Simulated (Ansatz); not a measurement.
`C[CH2][AlH][O][SiH3]` + `OC1=CS1` → `[SiH3]OC1=CS1` + `C[CH2][AlH][OH]`  (ligand exchange at the Si–O bond)

Program: Ansatz. Geometries: PBE0-D4/def2-TZVP. ΔE: electronic, gas phase. CBS: MP2 limit from def2 TZ/QZ plus the TZ coupled-cluster correction, frozen cores. DFT in def2-TZVPP. B3LYP here is the variant with VWN-RPA as its local correlation; programs differ in this. Each species was taken in one conformer, which may not be the lowest.

`C[CH2][AlH][O][SiH3]`:

Cartesian coordinates in Å:
```
C 0.334 1.508 -1.095
C 1.313 0.342 -1.232
Al 0.977 -1.204 -0.091
O -0.353 -1.190 0.950
Si -1.692 -0.847 1.798
H 0.584 2.336 -1.765
H 0.322 1.907 -0.077
H -0.691 1.204 -1.322
H 2.341 0.680 -1.038
H 1.341 -0.014 -2.271
H 1.883 -2.502 -0.069
H -2.302 0.429 1.334
H -1.362 -0.714 3.243
H -2.694 -1.934 1.634
```

`OC1=CS1`:

Cartesian coordinates in Å:
```
O -0.821 0.879 0.962
C -0.189 -0.055 0.288
C 0.552 -0.430 -0.688
S -0.007 -1.805 0.476
H -0.679 1.734 0.535
H 1.144 -0.323 -1.574
```

`[SiH3]OC1=CS1`:

Cartesian coordinates in Å:
```
Si 0.693 -0.070 1.499
O -0.050 0.803 0.262
C -0.411 0.265 -0.867
C -1.080 0.324 -1.953
S -0.068 -1.251 -1.787
H 1.763 -0.914 0.925
H 1.228 0.980 2.390
H -0.322 -0.894 2.194
H -1.753 0.758 -2.664
```

`C[CH2][AlH][OH]`:

```xyz
11

C     0.985    0.115    0.986
C    -0.514   -0.058    0.745
Al   -1.089   -0.131   -1.124
O     0.033    0.004   -2.395
H     1.361    1.042    0.543
H     1.233    0.148    2.052
H     1.562   -0.705    0.550
H    -1.074    0.751    1.233
H    -0.876   -0.970    1.240
H    -2.594   -0.316   -1.578
H     0.972    0.119   -2.252
```

Task: Is it downhill or uphill in electronic energy at CCSD(T)/CBS, and by how much? (Best estimate.)

Result: Computed: Uphill: ΔE = +0.18 eV.

Task: What do these levels give: PBE0-D4, B3LYP-D4, PBE, r2SCAN, B3LYP, SCS-MP2/def2-TZVPP, CCSD/def2-TZVPP, CCSD(T)/def2-TZVPP, SCS-MP2/def2-QZVPP, HF/CBS(def2), MP2/CBS(def2), CCSD/CBS(def2)? (An estimate is asked.)

Result: The calculation gave: PBE0-D4 0.20, B3LYP-D4 0.19, PBE 0.17, r2SCAN 0.19, B3LYP 0.20, SCS-MP2/def2-TZVPP 0.18, CCSD/def2-TZVPP 0.21, CCSD(T)/def2-TZVPP 0.19, SCS-MP2/def2-QZVPP 0.18, HF/CBS(def2) 0.31, MP2/CBS(def2) 0.15, CCSD/CBS(def2) 0.20 eV.

Largest T1 diagnostic among the species: 0.013.

From PBE to PBE0 (25 % exact exchange), in def2-TZVPP and without D4, ΔE moves by +0.04 eV. In def2-TZVPP, CCSD(T) changes the Hartree–Fock value by −0.12 eV (the triples alone add −0.03 eV) and MP2 by −0.15 eV.
